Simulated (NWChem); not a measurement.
# Correlation energy of Au$_{2}$

```xyz
2

Au     0.0000     0.0000     1.2699
Au     0.0000     0.0000    -1.2699
```
Charge 0, spin multiplicity 1.

The numbers come from NWChem runs, not from measurements. Structure: optimised with PBE0/def2-SVP with def2 effective core potentials on Au, a minimum by its harmonic frequencies.

Basis set: def2-TZVP. Each correlation energy counts from its own Hartree-Fock reference.

| method | correlation energy (mHa) | difference from CCSD(T) |
|---|---|---|
| MP2 | -608.5 | -27.1 |
| SCS-MP2 | -544.1 | +37.4 |
| CR-CCSD[T] | -579.0 | +2.4 |
| CR-CCSD(T) | -577.7 | +3.8 |
| CCSD | -566.8 | +14.7 |
| CCSD+T(CCSD) | -583.3 | -1.8 |
| CCSD(T) | -581.5 | 0.0 |

The values span 64.5 mHa, from MP2 (lowest) to SCS-MP2 (highest). 

Effective core potentials replace the inner electrons of Au; spin-orbit coupling is left out. The correlated methods keep 8 core orbitals frozen. The structure started from a generated list of species. Coupled-cluster values serve here as a point of comparison, not as the truth.
